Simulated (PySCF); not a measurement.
## Basis and Hamiltonian dependence of the excitation energy of Zr(2+)

Zr(2+) [Kr] 4d2 (3F) → Zr(2+) [Kr] 4d1 5s1 (3D). All values are computed (PySCF 2.14, energy differences of UHF-based or UKS calculations, no spin-orbit coupling). Values in eV.

| basis | Hamiltonian | functions | UHF | r2SCAN | PBE0 | MP2 (valence) | CCSD(T) (valence) | CCSD(T) (valence and next inner shell) |
| --- | --- | --- | --- | --- | --- | --- | --- | --- |
| Sapporo-DKH3-DZP-2012 | spin-free X2C | 52 | 2.370 | 2.615 | 2.513 | 2.343 | n/a | n/a |
| aug-cc-pVDZ-PP with ECP28MDF | ECP | 54 | 2.395 | 2.420 | 2.394 | 2.367 | 2.350 | n/a |
| def2-TZVPPD with the def2 core potential (28 electrons) | ECP | 56 | 2.364 | 2.387 | 2.356 | 2.340 | 2.328 | 2.101 |
| ANO-RCC-VTZP | spin-free X2C | 68 | 2.319 | 2.508 | 2.397 | 2.303 | 2.290 | 2.189 |
| aug-cc-pwCVDZ-PP with ECP28MDF | ECP | 70 | 2.345 | 2.342 | 2.333 | 2.325 | 2.310 | 2.032 |
| x2c-TZVPPall | spin-free X2C | 79 | 2.370 | 2.619 | 2.507 | 2.355 | 2.346 | 2.177 |
| def2-QZVPPD with the def2 core potential (28 electrons) | ECP | 81 | 2.305 | 2.288 | 2.256 | 2.283 | 2.270 | 2.081 |
| aug-cc-pVTZ-PP with ECP28MDF | ECP | 88 | 2.319 | 2.315 | 2.288 | 2.293 | 2.280 | n/a |
| x2c-TZVPPall with one added diffuse shell each of s, p, d, f type | spin-free X2C | 95 | 2.356 | 2.592 | 2.481 | 2.340 | 2.330 | 2.154 |
| aug-cc-pVTZ-DK | spin-free X2C | 102 | 2.291 | 2.492 | 2.372 | 2.268 | 2.256 | n/a |
| x2c-QZVPPall | spin-free X2C | 111 | 2.298 | 2.490 | 2.372 | 2.278 | 2.266 | n/a |
| aug-cc-pVTZ-PP with one added diffuse shell each of s, p, d, f, g type with ECP28MDF | ECP | 113 | 2.319 | 2.315 | 2.288 | 2.293 | n/a | n/a |
| aug-cc-pwCVTZ-PP with ECP28MDF | ECP | 122 | 2.331 | 2.314 | 2.288 | 2.310 | n/a | n/a |
| dyall-av2z | non-relativistic | 136 | 3.021 | 3.277 | 3.157 | 3.003 | n/a | n/a |

Frozen in the all-electron rows: valence: [Kr]; valence and next inner shell: [Ar] 3d10; with a core potential, the same shells as far as they lie outside it.

Non-relativistic rows lack the scalar-relativistic shift.
